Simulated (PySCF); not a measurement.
Species: C₅H₆N₂Si.
Geometry (PBE0-D3(BJ)/def2-SVP, Å), atoms numbered from 1 in this order:
```
atom  x, y, z in Å
C1    -1.0398    2.3208    0.1316
C2    -0.3361    1.2511    0.8040
C3     0.2527    0.3093    1.2992
C4     0.9304   -0.8590    1.7666
N5     1.1295   -1.9205    1.0911
Si6    0.7089   -2.3869   -0.5183
C7    -0.0739   -1.0521   -1.5855
N8    -0.5509   -0.2197   -2.2383
H9    -1.0808    2.1073   -0.9491
H10   -2.0717    2.4027    0.5073
H11   -0.5427    3.2899    0.2904
H12    1.3078   -0.8184    2.8053
H13    1.9423   -2.8008   -1.2336
H14   -0.2800   -3.4939   -0.4550
```

Method used: PySCF 2.14.0, density-fitted response routines, TDDFT B3LYP/def2-SVPD, vertical, gas phase, core orbitals frozen in the response.

| state | E (eV) | E (kJ/mol) | λ (nm) | f | main configurations (H = HOMO, L = LUMO) |
| --- | --- | --- | --- | --- | --- |
| S1 | 3.82 | 368 | 324.8 | 0.0007 | H→L (99%) |
| S2 | 4.34 | 419 | 285.7 | 0.0003 | H-2→L (98%) |
| S3 | 5.00 | 483 | 247.8 | 0.199 | H-1→L (84%) |
| S4 | 5.77 | 556 | 215.0 | 0.059 | H→L+1 (91%) |
| S5 | 5.93 | 572 | 209.1 | 0.0019 | H-1→L+1 (95%) |
| S6 | 6.10 | 589 | 203.2 | 0.0006 | H→L+2 (98%) |
| S7 | 6.27 | 605 | 197.8 | 0.075 | H-2→L+1 (85%) |
| S8 | 6.35 | 613 | 195.3 | 0.011 | H-3→L (90%) |
| S9 | 6.48 | 625 | 191.3 | 0.0006 | H-1→L+2 (69%), H-2→L+2 (17%) |
| S10 | 6.52 | 629 | 190.2 | 0.0030 | H-2→L+2 (69%), H-1→L+2 (15%) |

Triplets (Tamm–Dancoff): T1 3.31 eV, H→L (96%); T2 3.49 eV, H-1→L (94%); T3 4.10 eV, H-2→L (95%); T4 5.32 eV, H→L+1 (84%).

The lowest singlet lies at 3.82 eV (325 nm, ultraviolet) and is very weak; its leading configuration is HOMO→LUMO (99%). The strongest level in the table is S3 at 5.00 eV (248 nm, f = 0.199). Löwdin shares by element: HOMO nitrogen 59% or more, carbon 18% or more, silicon 7% (atoms not listed hold the other 16%); LUMO carbon 55% or more, nitrogen 27% or more (atoms not listed hold the other 18%). Weighted by f, the mean energy of these states is 5.46 eV. The oscillator strengths of these states sum to 0.351; summed over the whole spectrum of an exact calculation they would give the number of electrons, 64 (Thomas–Reiche–Kuhn). Of the 10 states listed, 4 reach f = 0.01 and 1 stays under 0.0005. All these states lie below the vertical ionisation energy of 9.57 eV (ΔSCF). Only the lowest 10 singlets were computed, as vertical energies without vibronic structure.

On Arm Neoverse V2, one thread, no GPU, shared host with 32 logical CPUs at a one-minute load of 21, this took 4.4 min of wall time (grids of density and orbitals included) and 0.96 GiB of memory at its peak.

One conformer stands for the species.
